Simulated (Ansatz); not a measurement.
Correlation energies of BFH$_{4}$OSSi, SMILES `OB(F)[SiH2]S` by basis set

| atom | x (Å) | y (Å) | z (Å) |
| --- | --- | --- | --- |
| O1 | -1.005 | 1.435 | -0.253 |
| B2 | -0.766 | 0.422 | 0.603 |
| F3 | -1.491 | 0.331 | 1.721 |
| Si4 | 0.707 | -0.918 | 0.201 |
| S5 | 1.228 | -0.821 | -1.875 |
| H6 | -1.711 | 2.027 | 0.034 |
| H7 | 1.876 | -0.640 | 1.083 |
| H8 | 0.270 | -2.312 | 0.472 |
| H9 | 0.891 | 0.475 | -1.985 |

Total charge 0; spin multiplicity 1. The structure was optimised at the PBE0-D4/def2-TZVP level. It is one conformer, not always the lowest. Frozen core, restricted reference, the Gaussian-basis code of Ansatz. CBS rows extrapolate triple and quadruple zeta; past MP2 they add the triple-zeta difference.

```csv
basis,HF (Eh),MP2 corr.,CCSD corr.,(T),CCSD(T) total
def2-TZVPP,-888.03420,-0.88025,-0.92248,-0.03420,-888.99088
def2-QZVPP,-888.06346,-0.95597,–,–,–
CBS(def2),-888.06749,-1.01207,-1.05430,as TZ,-889.15599
```
